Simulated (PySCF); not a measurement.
Converging GaSb in the basis (PBE)

PySCF, UKS reference; triplet, unpaired electrons π ↑↑; De to Ga + Sb without counterpoise correction.

| basis | relativity | functions | Re (Å) | ωe (cm⁻¹) | De (eV) | μ (D) |
| --- | --- | --- | --- | --- | --- | --- |
| cc-pVDZ-PP | scalar-relativistic core potentials | 46 | 2.815 | 170 | 1.90 | -1.29 |
| def2-SVP | scalar-relativistic core potentials | 58 | 2.794 | 174 | 1.95 | -1.05 |
| def2-TZVPPD | scalar-relativistic core potentials | 110 | 2.790 | 172 | 1.97 | -1.16 |

**Question.** How does each smaller set differ from the one with most functions, def2-TZVPPD?

**Answer.** cc-pVDZ-PP: +2.5 pm, -1.2 % in ωe, -0.07 eV in De; def2-SVP: +0.4 pm, +1.2 % in ωe, -0.02 eV in De. All at PBE; the set with most functions is neither the basis-set limit nor always the best.

A positive dipole means Ga(−)Sb(+). Spin–orbit coupling is left out, which matters for elements this heavy, above all for dissociation energies. The state was picked by a PBE0 search and need not be the measured ground state.
